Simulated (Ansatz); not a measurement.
A nudged elastic band was laid between two geometries of BFH$_{4}$INSi (9 atoms, charge 0, multiplicity 1).

All numbers below come from RKS PBE0-D4/def2-SVP in Ansatz 0.2.0.

```yaml
movable_images: 7
climbing_image: yes
spring: 5.0 eV/Å²
optimiser: quadratic models (default)
start_path: IDPP
force_threshold: 0.05 eV/Å
iteration_limit: 60
end_points: relaxed
```

Initial state:

```xyz
9
Properties=species:S:1:pos:R:3
N 1.472 0.786 -0.126
B 0.723 -0.377 -0.270
F 1.270 -1.424 -0.902
Si -1.185 -0.500 0.421
I -2.638 0.629 -1.231
H 1.121 1.623 0.319
H 2.406 0.876 -0.510
H -1.695 -1.893 0.573
H -1.386 0.233 1.710
```

Final state:

```xyz
9
Properties=species:S:1:pos:R:3
N 1.557 0.674 0.129
B 0.694 -0.312 -0.337
F 1.144 -1.195 -1.237
Si -1.234 -0.415 0.293
I -2.672 0.365 -1.557
H 1.286 1.384 0.795
H 2.512 0.753 -0.204
H -1.691 -1.791 0.646
H -1.507 0.491 1.453
```

Q: Which bonds break or form, and what moves?

A: No bond is made or broken. The height of N1 over the plane of its neighbours goes from -0.02 to -0.01 Å.

Q: What energy profile does the band end with?

A: The run converged. The highest image is number 0 of 0 to 8, 0.0 kcal/mol above the first end and 0.1 kcal/mol above the last; the last end lies 0.1 kcal/mol below the first. The highest image is an end point: on this band no image between the ends rises above it.

```tsv
image	path coordinate (Å)	energy (kcal/mol)	height of N1 over the plane of its neighbours (Å)
0	0.00	0.0	-0.02
1	0.09	0.0	-0.02
2	0.21	0.0	-0.02
3	0.33	0.0	-0.01
4	0.44	0.0	-0.01
5	0.56	-0.1	-0.01
6	0.68	-0.1	-0.01
7	0.80	-0.1	-0.01
8	0.92	-0.1	-0.01
```

The run took 66 s on 2 threads of Intel(R) Xeon(R) 6975P-C (Granite Rapids), with other jobs on the host, peak memory 0.28 GiB.
